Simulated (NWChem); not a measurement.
# C$_{2}$H$_{7}$OSi, doublet; SMILES O[Si](C)C

```xyz
11

C     -1.0648    -1.3854    -0.1755
Si     0.0602    -0.0057     0.4155
C     -0.5601     1.6708    -0.1917
O      1.5747    -0.3627    -0.2220
H     -0.6919    -2.3672     0.1518
H     -2.0857    -1.2549     0.2148
H     -1.1124    -1.3882    -1.2780
H     -0.6087     1.6832    -1.2945
H      0.0910     2.4977     0.1315
H     -1.5704     1.8689     0.2000
H      2.2870     0.2296     0.0362
```
Atoms are numbered in this order, from 1.

Program: NWChem. Spin-unrestricted. Coordinates come from a PBE0/def2-SVP, spin-unrestricted optimisation. No frequency run checked for a minimum. No stability test was run on the SCF state.

**Question.** Estimate the computed values for UHF/def2-TZVP. Quantities: highest occupied level (eV); lowest empty minus highest occupied level, either spin (eV); dipole (D); <S²>.

**Answer.** 
```yaml
highest occupied level (eV): -8.35
lowest empty minus highest occupied level, either spin (eV): 10.46
dipole (D): 1.27
"<S²>": 0.753
```
